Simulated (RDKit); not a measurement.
RDKit input (UFF):

```python
from rdkit import Chem
from rdkit.Chem import AllChem, rdDetermineBonds

mol = Chem.MolFromXYZFile('mol.xyz')
rdDetermineBonds.DetermineBonds(mol, charge=0)
print('SMILES', Chem.MolToSmiles(Chem.RemoveHs(mol)))
ff = AllChem.UFFGetMoleculeForceField(mol)
e0 = ff.CalcEnergy()
flag = ff.Minimize(maxIts=5000, forceTol=1e-5)
print(f'energy {e0:.4f} -> {ff.CalcEnergy():.4f} kcal/mol, converged: {flag == 0}')
print(Chem.MolToXYZBlock(mol))
```
mol.xyz:
```
12

N     -1.56282700     0.14996400     1.16280000
Si    -1.17907000    -0.36180000    -0.44804100
Si     1.13126900     0.03196900    -0.66411900
N      1.65275600     0.47055100     0.92951700
H     -2.49161400     0.02386000     1.53559700
H     -1.15065900     1.00568100     1.50340200
H     -1.52385500    -1.80188400    -0.55785500
H     -1.93353500     0.32213000    -1.53898400
H      1.43253600     1.17177500    -1.56681400
H      1.81312400    -1.15297400    -1.26254800
H      2.60484900     0.75747200     1.09898300
H      1.28886800    -0.05202700     1.71223200
```

Output:

```
SMILES N[SiH2][SiH2]N
energy 20.6355 -> -1.1205 kcal/mol, converged: True
12

N     -1.820810    0.743556    1.004787
Si    -1.095175   -0.320549   -0.236362
Si     1.081729    0.138450   -0.425961
N      1.885225   -0.131641    1.149081
H     -2.842257    0.527154    1.025780
H     -1.727550    1.722731    0.653597
H     -1.263485   -1.725404    0.163396
H     -1.758292   -0.092712   -1.528862
H      1.249988    1.542790   -0.827548
H      1.681036   -0.740105   -1.441422
H      2.903178    0.049129    1.001709
H      1.788253   -1.148681    1.365975
```

The geometry given is a B3LYP-D3(BJ)/def2-TZVP minimum.
